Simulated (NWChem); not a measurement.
Molecule: SiHOCl$_{2}$F; SMILES O[Si](Cl)(Cl)F

```xyz
6

O     -1.3305    -0.1978    -1.3101
Si    -0.3476    -0.0365     0.0023
F     -1.2093     0.0184     1.3760
Cl     0.8630    -1.6762     0.0631
Cl     0.7486     1.7001    -0.0718
H     -1.8256     0.5992    -1.5713
```
Atoms are numbered in this order, from 1.

Results from NWChem. Pople sets run with spherical d functions. STO-3G and 3-21G are far too small for this property and stand as cheap habits. The geometry was optimised at PBE-D3(BJ)/def2-SVP. Field at 589 nm.

```
level              isotropic polarisability (bohr³)  anisotropy (bohr³)  relative time
-----------------  --------------------------------  ------------------  -------------
B3LYP/STO-3G                                   20.9                14.3              1
B3LYP/6-31G*                                   40.0                16.1              9
B3LYP/def2-SVP                                 38.0                14.6              6
B3LYP/def2-SVPD                                56.1                14.4             20
B3LYP/aug-cc-pVDZ                              55.8                14.9             60
```

The last column is a rough cost ratio, cheapest run = 1.
